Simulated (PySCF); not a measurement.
AlBHN (calculated)

Computed with PySCF 2.14.0. Calculation on a computer-drawn molecule: vertical ionisation energy to the stated ion spin, frozen-core CCSD(T) at the basis limit and cheaper methods, single-reference cases, UHF for radicals, no spin-orbit; all values are single points at the evaluated structure, the first of each entry, which is the reference or a displaced copy of it and isn't optimised; the reference structure only sets the zero of the energies above reference; triples share is (T) over the correlation energy.

Common to all runs: charge 0; multiplicity 1; ion multiplicity 2; diffuse functions no; basis cc-pV(n+d)Z; reference is the Hartree-Fock double-zeta minimum; best is HF at quadruple zeta + MP2 correlation extrapolated from triple and quadruple zeta + CCSD(T) minus MP2 at triple zeta; basis step is the size of the change from the same recipe one zeta lower.

(1) 
```xyz
4
formula=AlBHN ionisation_energy_best=8.717 ionisation_energy_basis_step=0.01351 energy_above_reference_best=34.16 energy_above_reference_basis_step=0.5257 ionisation_energy_Koopmans_at_triple_zeta=8.329 ionisation_energy_EOM_CCSD_at_triple_zeta=8.659 total_energy_HF_triple_zeta=-321.6529 total_energy_CCSD(T)_triple_zeta=-322.0311 total_energy_best=-322.0790 T1_diagnostic_at_triple_zeta=0.01571 D1_diagnostic_at_triple_zeta=0.03012 ion_T1_diagnostic_at_triple_zeta=0.01711 ion_D1_diagnostic_at_triple_zeta=0.04274 ion_spin_squared_at_triple_zeta=0.7537 triples_share_at_triple_zeta=0.04604 basis_functions_triple_zeta=113 dipole_magnitude_HF_at_triple_zeta=1.414 dipole_magnitude_CCSD_unrelaxed_at_triple_zeta=0.7637 dipole_magnitude_PBE_at_triple_zeta=0.7995 dipole_magnitude_r2SCAN_at_triple_zeta=1.011 dipole_magnitude_B3LYP_at_triple_zeta=0.8126 dipole_magnitude_wB97X_at_triple_zeta=1.034
B     -0.2242     2.6510     1.3524
N     -0.1144     2.3223     0.2165
Al     0.4110     1.6079    -1.3448
H     -0.6188     3.2937     2.7294
```

Units: ionisation_energy_best, ionisation_energy_basis_step, ionisation_energy_Koopmans_at_triple_zeta, ionisation_energy_EOM_CCSD_at_triple_zeta in eV; energy_above_reference_best, energy_above_reference_basis_step in kcal/mol; total_energy_HF_triple_zeta, total_energy_CCSD(T)_triple_zeta, total_energy_best in hartree; dipole_magnitude_HF_at_triple_zeta, dipole_magnitude_CCSD_unrelaxed_at_triple_zeta, dipole_magnitude_PBE_at_triple_zeta, dipole_magnitude_r2SCAN_at_triple_zeta, dipole_magnitude_B3LYP_at_triple_zeta, dipole_magnitude_wB97X_at_triple_zeta in debye.

Reference structure:
```xyz
4
AlBHN
B     -0.3024     2.7105     1.4124
N      0.0113     2.2682     0.2838
Al     0.4621     1.6343    -1.3356
H     -0.5964     3.1247     2.4698
```

Drawn bonds:
```csv
atom,other atom,order
1,2,2
2,3,1
1,4,1
```

Triple zeta:
```csv
method,ionisation energy (eV),energy above reference (kcal/mol)
HF,7.512,35.44
PBE,8.555,32.98
r2SCAN,8.394,34.23
B3LYP,8.677,34.15
wB97X,8.682,33.97
MP2,8.384,36.43
CCSD,8.614,34.22
CCSD(T),8.649,34.43
```

(2) 
```xyz
4
formula=AlBHN ionisation_energy_best=8.737 ionisation_energy_basis_step=0.01192 energy_above_reference_best=52.28 energy_above_reference_basis_step=0.4396 ionisation_energy_Koopmans_at_triple_zeta=8.37 ionisation_energy_EOM_CCSD_at_triple_zeta=8.686 total_energy_HF_triple_zeta=-321.6194 total_energy_CCSD(T)_triple_zeta=-322.0023 total_energy_best=-322.0501 T1_diagnostic_at_triple_zeta=0.01649 D1_diagnostic_at_triple_zeta=0.03048 ion_T1_diagnostic_at_triple_zeta=0.01869 ion_D1_diagnostic_at_triple_zeta=0.0451 ion_spin_squared_at_triple_zeta=0.7568 triples_share_at_triple_zeta=0.04687 basis_functions_triple_zeta=113 dipole_magnitude_HF_at_triple_zeta=1.246 dipole_magnitude_CCSD_unrelaxed_at_triple_zeta=0.6373 dipole_magnitude_PBE_at_triple_zeta=0.6298 dipole_magnitude_r2SCAN_at_triple_zeta=0.837 dipole_magnitude_B3LYP_at_triple_zeta=0.6542 dipole_magnitude_wB97X_at_triple_zeta=0.8829
B     -0.2242     2.6510     1.3524
N     -0.1144     2.3223     0.2165
Al     0.4110     1.6079    -1.3448
H     -0.6651     3.3690     2.8908
```

Units: ionisation_energy_best, ionisation_energy_basis_step, ionisation_energy_Koopmans_at_triple_zeta, ionisation_energy_EOM_CCSD_at_triple_zeta in eV; energy_above_reference_best, energy_above_reference_basis_step in kcal/mol; total_energy_HF_triple_zeta, total_energy_CCSD(T)_triple_zeta, total_energy_best in hartree; dipole_magnitude_HF_at_triple_zeta, dipole_magnitude_CCSD_unrelaxed_at_triple_zeta, dipole_magnitude_PBE_at_triple_zeta, dipole_magnitude_r2SCAN_at_triple_zeta, dipole_magnitude_B3LYP_at_triple_zeta, dipole_magnitude_wB97X_at_triple_zeta in debye.

Reference structure:
```xyz
4
AlBHN
B     -0.3024     2.7105     1.4124
N      0.0113     2.2682     0.2838
Al     0.4621     1.6343    -1.3356
H     -0.5964     3.1247     2.4698
```

Drawn bonds:
```csv
atom,other atom,order
1,2,2
2,3,1
1,4,1
```

Triple zeta:
```csv
method,ionisation energy (eV),energy above reference (kcal/mol)
HF,7.536,56.41
PBE,8.568,50.81
r2SCAN,8.414,52.99
B3LYP,8.694,52.94
wB97X,8.703,53.46
MP2,8.405,55.97
CCSD,8.632,52.62
CCSD(T),8.668,52.5
```

(3) 
```xyz
4
formula=AlBHN ionisation_energy_best=8.663 ionisation_energy_basis_step=0.01192 energy_above_reference_best=0.9589 energy_above_reference_basis_step=0.15 ionisation_energy_Koopmans_at_triple_zeta=8.242 ionisation_energy_EOM_CCSD_at_triple_zeta=8.585 total_energy_HF_triple_zeta=-321.7085 total_energy_CCSD(T)_triple_zeta=-322.0842 total_energy_best=-322.1319 T1_diagnostic_at_triple_zeta=0.01623 D1_diagnostic_at_triple_zeta=0.03257 ion_T1_diagnostic_at_triple_zeta=0.01705 ion_D1_diagnostic_at_triple_zeta=0.04006 ion_spin_squared_at_triple_zeta=0.7537 triples_share_at_triple_zeta=0.04655 basis_functions_triple_zeta=113 dipole_magnitude_HF_at_triple_zeta=1.925 dipole_magnitude_CCSD_unrelaxed_at_triple_zeta=1.125 dipole_magnitude_PBE_at_triple_zeta=1.183 dipole_magnitude_r2SCAN_at_triple_zeta=1.426 dipole_magnitude_B3LYP_at_triple_zeta=1.214 dipole_magnitude_wB97X_at_triple_zeta=1.455
B     -0.2873     2.7037     1.4034
N      0.0237     2.2779     0.2865
Al     0.4508     1.6288    -1.3376
H     -0.5615     3.1396     2.4901
```

Units: ionisation_energy_best, ionisation_energy_basis_step, ionisation_energy_Koopmans_at_triple_zeta, ionisation_energy_EOM_CCSD_at_triple_zeta in eV; energy_above_reference_best, energy_above_reference_basis_step in kcal/mol; total_energy_HF_triple_zeta, total_energy_CCSD(T)_triple_zeta, total_energy_best in hartree; dipole_magnitude_HF_at_triple_zeta, dipole_magnitude_CCSD_unrelaxed_at_triple_zeta, dipole_magnitude_PBE_at_triple_zeta, dipole_magnitude_r2SCAN_at_triple_zeta, dipole_magnitude_B3LYP_at_triple_zeta, dipole_magnitude_wB97X_at_triple_zeta in debye.

Reference structure:
```xyz
4
AlBHN
B     -0.3024     2.7105     1.4124
N      0.0113     2.2682     0.2838
Al     0.4621     1.6343    -1.3356
H     -0.5964     3.1247     2.4698
```

Drawn bonds:
```csv
atom,other atom,order
1,2,2
2,3,1
1,4,1
```

Triple zeta:
```csv
method,ionisation energy (eV),energy above reference (kcal/mol)
HF,7.43,0.5161
PBE,8.515,0.9534
r2SCAN,8.34,0.9109
B3LYP,8.625,0.8379
wB97X,8.621,0.7137
MP2,8.334,1.208
CCSD,8.554,0.9107
CCSD(T),8.593,1.07
```

(4) 
```xyz
4
formula=AlBHN ionisation_energy_best=8.543 ionisation_energy_basis_step=0.01493 energy_above_reference_best=3.759 energy_above_reference_basis_step=0.07248 ionisation_energy_Koopmans_at_triple_zeta=8.109 ionisation_energy_EOM_CCSD_at_triple_zeta=8.46 total_energy_HF_triple_zeta=-321.7032 total_energy_CCSD(T)_triple_zeta=-322.0800 total_energy_best=-322.1274 T1_diagnostic_at_triple_zeta=0.01681 D1_diagnostic_at_triple_zeta=0.03465 ion_T1_diagnostic_at_triple_zeta=0.01712 ion_D1_diagnostic_at_triple_zeta=0.03952 ion_spin_squared_at_triple_zeta=0.7534 triples_share_at_triple_zeta=0.04713 basis_functions_triple_zeta=113 dipole_magnitude_HF_at_triple_zeta=2.313 dipole_magnitude_CCSD_unrelaxed_at_triple_zeta=1.465 dipole_magnitude_PBE_at_triple_zeta=1.503 dipole_magnitude_r2SCAN_at_triple_zeta=1.754 dipole_magnitude_B3LYP_at_triple_zeta=1.554 dipole_magnitude_wB97X_at_triple_zeta=1.816
B     -0.4180     2.7321     1.4056
N      0.0257     2.2892     0.3263
Al     0.4479     1.6832    -1.2683
H     -0.5779     3.1447     2.5751
```

Units: ionisation_energy_best, ionisation_energy_basis_step, ionisation_energy_Koopmans_at_triple_zeta, ionisation_energy_EOM_CCSD_at_triple_zeta in eV; energy_above_reference_best, energy_above_reference_basis_step in kcal/mol; total_energy_HF_triple_zeta, total_energy_CCSD(T)_triple_zeta, total_energy_best in hartree; dipole_magnitude_HF_at_triple_zeta, dipole_magnitude_CCSD_unrelaxed_at_triple_zeta, dipole_magnitude_PBE_at_triple_zeta, dipole_magnitude_r2SCAN_at_triple_zeta, dipole_magnitude_B3LYP_at_triple_zeta, dipole_magnitude_wB97X_at_triple_zeta in debye.

Reference structure:
```xyz
4
AlBHN
B     -0.3024     2.7105     1.4124
N      0.0113     2.2682     0.2838
Al     0.4621     1.6343    -1.3356
H     -0.5964     3.1247     2.4698
```

Drawn bonds:
```csv
atom,other atom,order
1,2,2
2,3,1
1,4,1
```

Triple zeta:
```csv
method,ionisation energy (eV),energy above reference (kcal/mol)
HF,7.291,3.843
PBE,8.398,3.545
r2SCAN,8.221,3.611
B3LYP,8.502,3.869
wB97X,8.496,3.539
MP2,8.215,4.046
CCSD,8.43,3.74
CCSD(T),8.475,3.733
```

(5) 
```xyz
4
formula=AlBHN ionisation_energy_best=8.656 ionisation_energy_basis_step=0.01083 energy_above_reference_best=1.657 energy_above_reference_basis_step=0.2025 ionisation_energy_Koopmans_at_triple_zeta=8.225 ionisation_energy_EOM_CCSD_at_triple_zeta=8.571 total_energy_HF_triple_zeta=-321.7055 total_energy_CCSD(T)_triple_zeta=-322.0835 total_energy_best=-322.1308 T1_diagnostic_at_triple_zeta=0.01734 D1_diagnostic_at_triple_zeta=0.03607 ion_T1_diagnostic_at_triple_zeta=0.01786 ion_D1_diagnostic_at_triple_zeta=0.0401 ion_spin_squared_at_triple_zeta=0.7539 triples_share_at_triple_zeta=0.04784 basis_functions_triple_zeta=113 dipole_magnitude_HF_at_triple_zeta=2.097 dipole_magnitude_CCSD_unrelaxed_at_triple_zeta=1.214 dipole_magnitude_PBE_at_triple_zeta=1.269 dipole_magnitude_r2SCAN_at_triple_zeta=1.527 dipole_magnitude_B3LYP_at_triple_zeta=1.318 dipole_magnitude_wB97X_at_triple_zeta=1.575
B     -0.2942     2.7503     1.4800
N      0.0034     2.2576     0.3468
Al     0.2729     1.6877    -1.3484
H     -0.6633     3.1224     2.4546
```

Units: ionisation_energy_best, ionisation_energy_basis_step, ionisation_energy_Koopmans_at_triple_zeta, ionisation_energy_EOM_CCSD_at_triple_zeta in eV; energy_above_reference_best, energy_above_reference_basis_step in kcal/mol; total_energy_HF_triple_zeta, total_energy_CCSD(T)_triple_zeta, total_energy_best in hartree; dipole_magnitude_HF_at_triple_zeta, dipole_magnitude_CCSD_unrelaxed_at_triple_zeta, dipole_magnitude_PBE_at_triple_zeta, dipole_magnitude_r2SCAN_at_triple_zeta, dipole_magnitude_B3LYP_at_triple_zeta, dipole_magnitude_wB97X_at_triple_zeta in debye.

Reference structure:
```xyz
4
AlBHN
B     -0.3024     2.7105     1.4124
N      0.0113     2.2682     0.2838
Al     0.4621     1.6343    -1.3356
H     -0.5964     3.1247     2.4698
```

Drawn bonds:
```csv
atom,other atom,order
1,2,2
2,3,1
1,4,1
```

Triple zeta:
```csv
method,ionisation energy (eV),energy above reference (kcal/mol)
HF,7.41,2.426
PBE,8.509,1.71
r2SCAN,8.332,1.775
B3LYP,8.615,1.728
wB97X,8.608,2.118
MP2,8.332,1.329
CCSD,8.544,1.78
CCSD(T),8.586,1.567
```
